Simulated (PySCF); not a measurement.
Pb(H)(OH) (H2OPb), SMILES [OH][PbH] (connectivity only; charge and spin as stated), neutral, multiplicity 1.

The structure is a stationary point at B3LYP-D3(BJ)/def2-TZVP. The def2 effective core potentials stand for the cores of Pb; spin–orbit coupling is left out.

Computed with B3LYP/def2-TZVPD run with PySCF.

Symmetry labels are those of the subgroup Cs that the program uses (full group Cs).

List the valence orbital energies around the gap with their symmetry. (The exact figures need the calculation; the answer reports its results.)


```json
[
 {"orbital": "HOMO−7", "symmetry": "A\"", "energy (eV)": "-23.10"},
 {"orbital": "HOMO−6", "symmetry": "A'", "energy (eV)": "-22.87"},
 {"orbital": "HOMO−5", "symmetry": "A'", "energy (eV)": "-22.73"},
 {"orbital": "HOMO−4", "symmetry": "A'", "energy (eV)": "-14.10"},
 {"orbital": "HOMO−3", "symmetry": "A'", "energy (eV)": "-11.45"},
 {"orbital": "HOMO−2", "symmetry": "A'", "energy (eV)": "-8.12"},
 {"orbital": "HOMO−1", "symmetry": "A\"", "energy (eV)": "-8.08"},
 {"orbital": "HOMO", "symmetry": "A'", "energy (eV)": "-6.89"},
 {"orbital": "LUMO", "symmetry": "A\"", "energy (eV)": "-2.80"},
 {"orbital": "LUMO+1", "symmetry": "A'", "energy (eV)": "-0.89"},
 {"orbital": "LUMO+2", "symmetry": "A'", "energy (eV)": "-0.19"},
 {"orbital": "LUMO+3", "symmetry": "A'", "energy (eV)": "0.68"}
]
```
